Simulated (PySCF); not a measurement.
Molecular orbitals of As₂⁺

PBE0 at R = 2.188 Å; PySCF, no relativity, basis sets As def2-TZVPPD. State: ²Πu (doublet), unpaired electrons π ↑. Only the outer orbitals are listed.

| spin | orbital | occ. | ε (eV) | main shells (%) |
| --- | --- | --- | --- | --- |
| α | σg | 1 | -25.65 | 88 s, 10 p |
| α | σu | 1 | -20.63 | 98 s |
| α | πu | 1 | -14.75 | 95 p |
| α | σg | 1 | -14.61 | 87 p, 12 s |
| α | πu | 1 | -14.01 | 96 p |
| α | πg | 0 | -9.95 | 99 p |
| α | πg | 0 | -9.32 | 98 p |
| α | σu | 0 | -5.37 | 57 p, 23 d, 20 s |
| β | σg | 1 | -24.89 | 89 s, 10 p |
| β | σu | 1 | -20.13 | 96 s |
| β | σg | 1 | -14.40 | 88 p, 12 s |
| β | πu | 1 | -13.78 | 96 p |
| β | πu | 0 | -11.68 | 97 p |
| β | πg | 0 | -9.17 | 97 p |
| β | πg | 0 | -8.67 | 96 p |

Problem. Which are the highest filled and the lowest empty level, where do they sit, and how wide is the gap?

Solution. Highest filled β πu at -13.78 eV (in %: 96 p); lowest empty β πu at -11.68 eV (in %: 97 p); the gap at PBE0 is 2.10 eV. Both belong to one degenerate shell, split only by its one-sided filling, so this is no excitation gap.

The bond order (Mayer) is 2.34, the ⟨S²⟩ is 0.753 and the polarisability along the bond is 73.7 bohr³. The polarisability across the bond is 37.5 bohr³.

Spin–orbit coupling is left out. The state was picked by a PBE0 search and need not be the measured ground state.
